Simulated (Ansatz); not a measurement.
Single points on Ti₂H₃⁺.

```yaml
crystal:
  periodic: [false, false, false]
  atoms:
    - {symbol: Ti, position_ang: [0.004110, -0.516294, -0.955674]}
    - {symbol: Ti, position_ang: [0.455146, 0.509552, 0.844500]}
    - {symbol: H, position_ang: [-1.249586, 0.018169, 0.303022]}
    - {symbol: H, position_ang: [0.247497, 1.273316, -0.787658]}
    - {symbol: H, position_ang: [0.542832, -1.284732, 0.595819]}
basis:
  gaussian: {orbitals: def2-TZVP, initial_orbitals: start.molden}
total_charge: 1
hamiltonian: {xc: pbe0, dispersion: d4}
output: {orbitals: {seedname: orbitals}}
```

The file start.molden holds the orbitals of an earlier run on this structure, at another level or in another basis.

```sh
$ ansatz run in.yaml --threads 4 --pin off --events-out ev --progress --plain --max-ram 3916MiB
```

It prints (some lines left out):

```
Functional definition: PBE0
1064 factors; their error is unknown
mean field evaluation 1: about -46237.1646 eV, gradient 3.8e1 eV
mean field evaluation 2: about -46246.8622 eV, gradient 1.6e1 eV
mean field evaluation 4: about -46257.5713 eV, gradient 2.9e0 eV
mean field evaluation 8: about -46257.9812 eV, gradient 3.9e-5 eV
mean field evaluation 16: about -46257.7303 eV, gradient 1.1e0 eV
mean field evaluation 32: about -46257.9687 eV, gradient 1.0e0 eV
mean field -46257.98124464 eV, -1699.9494559546 hartree, gradient 4.0e-5 eV, S^2 0.000000; 3 other end points of the search recorded, 0 dependent functions left out
reference -46257.98127936 eV, -1699.9494572307 hartree; 23, 23 occupied and 85, 85 virtual orbitals, 1064 factors
Total energy: -46258.05733150 eV, -1699.9522520953 hartree
```

Run time 2.3 s (4 threads of Arm Neoverse V1 on a shared host).

As the first input, with `hamiltonian: {xc: r2scan, dispersion: d4}`, `scf: {omitted_lower_state_checks: [starts]}` (abridged; 2.4 s):

```
Functional definition: r2SCAN
mean field -46267.85934120 eV, -1700.3124693077 hartree, gradient 1.5e-5 eV, S^2 0.000000
Total energy: -46267.87735580 eV, -1700.3131313319 hartree
Checks for a lower state left out: starts
```

As the first input, with `correlation: {method: mp2}`, `scf: {omitted_lower_state_checks: [starts]}` and without the key `hamiltonian` (abridged; 3.5 s):

```
Functional definition: HF
mean field evaluation 16: about -46210.0213 eV, gradient 5.9e-5 eV
mean field -46210.02132242 eV, -1698.1869613216 hartree, gradient 3.0e-6 eV, S^2 0.000000; unrestricted orbitals would lower it
mean field evaluation 32: about -46211.9844 eV, gradient 3.5e-2 eV
unrestricted determinant -46211.98448859 eV, -1698.2591063476 hartree, S^2 1.7773
10 core orbitals not correlated: weight in the atoms' cores, before any rotation towards them, 1.000 or more for the frozen orbitals, at most 0.000 for the correlated occupied ones
second order -17.63793614 eV of doubles, -0.00000000 eV of singles
Total energy: -46227.65925856 eV, -1698.8351435193 hartree
Checks for a lower state left out: starts
```

First input, but with `hamiltonian: {xc: {name: B97M-V}}`, `scf: {omitted_lower_state_checks: [starts]}`, `output: {forces: true, orbitals: {seedname: orbitals}}` (abridged; 5.5 s):

```
Functional definition: B97M-V
mean field -46258.01464734 eV, -1699.9506834812 hartree, gradient 1.2e-5 eV, S^2 0.000000
Total energy: -46258.01471519 eV, -1699.9506859747 hartree
Atom 0 force    -0.147298    -0.321064    -0.567552 eV/Å
Atom 1 force     0.138316     0.323732     0.566985 eV/Å
Atom 2 force    -0.030975     0.001299     0.006171 eV/Å
Atom 3 force     0.015623     0.025908    -0.018307 eV/Å
Atom 4 force     0.024334    -0.029875     0.012704 eV/Å
Dipole moment:     0.274878    -0.004229    -0.066454 e Å
Checks for a lower state left out: starts
```

As the first input, with `gaussian: {orbitals: def2-SVP, initial_orbitals: start.molden}`, `scf: {omitted_lower_state_checks: [starts]}` (abridged; 1.1 s):

```
Functional definition: PBE0
mean field -46251.94798013 eV, -1699.7277375734 hartree, gradient 1.1e-5 eV, S^2 0.000000
Total energy: -46252.02410122 eV, -1699.7305349720 hartree
Checks for a lower state left out: starts
```

The first input with `gaussian: {orbitals: STO-3G}`, `hamiltonian: {xc: hf}`, `scf: {omitted_lower_state_checks: [starts]}` (abridged; 0.25 s):

```
Functional definition: HF
mean field evaluation 16: about -45737.2243 eV, gradient 3.9e-2 eV
mean field evaluation 32: about -45737.2345 eV, gradient 5.2e-5 eV
mean field -45737.23454452 eV, -1680.8123677001 hartree, gradient 1.9e-5 eV, S^2 0.000000
Total energy: -45737.23454452 eV, -1680.8123677001 hartree
Checks for a lower state left out: starts
```

As the first input, with `gaussian: {orbitals: 6-31G}`, `hamiltonian: {xc: {name: B3LYP}, dispersion: d4}`, `scf: {omitted_lower_state_checks: [starts]}` (abridged; 1.1 s):

```
Functional definition: B3LYP
mean field evaluation 16: about -46266.2865 eV, gradient 3.2e-4 eV
mean field -46266.28645238 eV, -1700.2546667096 hartree, gradient 6.0e-5 eV, S^2 0.000000
Total energy: -46266.43874050 eV, -1700.2602631947 hartree
Checks for a lower state left out: starts
```

Geometry: B3LYP-D4/def2-TZVP.

The 6-31G sets use Cartesian d functions. B3LYP takes the VWN-RPA correlation. Correlated methods freeze 10 core orbitals; core or outer-core shells of Ti are correlated, in sets that lack core-valence functions. At PBE0-D4/def2-TZVP, r2SCAN-D4/def2-TZVP, MP2/def2-TZVP the restricted singlet (for correlated methods, its reference) is unstable: a solution with broken spin symmetry lies lower. The restricted singlet is unstable towards broken spin symmetry at other levels; at B97M-V/def2-TZVP, PBE0-D4/def2-SVP, B3LYP-D4/6-31G this wasn't settled. The restricted singlet is unstable towards broken spin symmetry in Hartree–Fock (as tested in another run); at HF/STO-3G this wasn't settled. At PBE0-D4/def2-TZVP a quintet of charge 1 lies 0.99 eV below the restricted singlet, each at its own geometry. The structure comes from a short search, and lower isomers may exist.
